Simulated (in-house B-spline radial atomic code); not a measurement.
Ge²⁺. Computed with a B-spline radial atomic code. Model: non-relativistic spherical atom: semilocal Troullier-Martins pseudo-atom, one channel per l, against all electrons, high spin, G0W0 and RPA with empty states to l = 8, local potential for every l without a channel, a model core (radius 0 = none) keeps its share of the functional.

The core holds an angular momentum without a channel of its own, so the local potential lets valence electrons into it.

What the tables leave out is listed at the end.

The pseudopotential gives back the lowest level of each angular momentum of its own functional in the configuration it was made in; a second state of the same l is only approximately right. Exact exchange, RPA and GW see the smooth pseudo-orbitals and miss the exchange with the core, for which the functional's share stands in. The column with an uncorrelated core keeps all orbitals and exact exchange, and so separates missing core correlation from pseudisation. Only the three outermost levels and the lowest empty one were computed. RPA here is direct RPA, with no exchange kernel, and its energies carry an (l + 1/2)⁻⁴ tail. A hybrid on a potential with a model core restores only its own semilocal share of the core's exchange.

Command:
```bash
python run_psgw.py task.json out
```
Settings (lengths in bohr, energies in hartree):
```
Z                      32
electrons              30
configuration          [Ar] 3d10 4s2
generated_in           [Ar] 3d10 4s2
functional             pbe,pbe
core_shells            6
radius_factor          1.15
core_correction        True
ion_configuration      [Ar] 3d10 4s1
```

Time taken, with all properties: 42 s on 1 thread of Arm Neoverse N1, with other jobs on the host.

Given: made with PBE; model core radius 1.458 bohr; local radius 2.014 bohr; mean-field start PBE.

Valence shells of the generating configuration: 4s.

Channel: s 1.97, p 2.266 (radii in bohr).

Computed: largest level miss in the spin-unpolarised generating configuration 0 eV; valence RPA correlation energy all-electron orbitals -0.080638 hartree; valence RPA correlation energy pseudo -0.089008 hartree; all-electron RPA polarisability, core included 8.7829 bohr³; pseudo-atom RPA polarisability 8.7036 bohr³; ionisation by mean-field pseudo minus all 0.091 eV; ionisation by RPA all-electron 34.011 eV.

```
     level  occupied  mean-field all-electron (eV)  mean-field pseudo minus all (eV)  G0W0 all-electron (eV)  G0W0 uncorrelated core minus all (eV)  G0W0 pseudo minus all (eV)  exchange self-energy all-electron (eV)  exchange self-energy pseudo (eV)
        4s         1                       -28.784                                 0                 -33.991                                   0.63                       0.181                                 -16.597                           -12.408
4p (empty)         0                       -19.796                                 0                   -16.1                                  0.297                      -0.167                                 -5.2442                           -2.5802
```

What is the ionisation by mean-field all-electron?

33.871 eV.

What is the ionisation by RPA pseudo minus all?

0.637 eV.

Given: mean-field start PBE0.

Computed: valence RPA correlation energy all-electron orbitals -0.070975 hartree; valence RPA correlation energy pseudo -0.078257 hartree; all-electron RPA polarisability, core included 8.0152 bohr³; ionisation by mean-field all-electron 33.513 eV; ionisation by mean-field pseudo minus all -0.293 eV; ionisation by RPA pseudo minus all -0.119 eV.

| level | occupied | mean-field all-electron (eV) | mean-field pseudo minus all (eV) | G0W0 all-electron (eV) | G0W0 uncorrelated core minus all (eV) | G0W0 pseudo minus all (eV) | exchange self-energy all-electron (eV) | exchange self-energy pseudo (eV) |
| --- | --- | --- | --- | --- | --- | --- | --- | --- |
| 4s | 1 | -29.806 | 0.333 | -33.877 | 0.619 | 0.59 | -16.381 | -12.212 |
| 4p (empty) | 0 | -18.694 | 0.094 | -16.046 | 0.277 | -0.01 | -4.9666 | -2.5088 |

What is the ionisation by RPA all-electron?

33.836 eV.

What is the pseudo-atom RPA polarisability?

8.2167 bohr³.

Among the listed levels the largest G0W0 shift of the pseudo-atom is +0.59 eV, for 4s on the PBE0 start, while leaving the core uncorrelated moves that level by +0.62 eV. The rest, -0.03 eV, comes from pseudisation and the lost core exchange. Not in the tables (levels of low weight, unsolved or above zero; the highest and the empty levels are kept at any weight): no Hartree-Fock pseudo-atom is run with a model core.
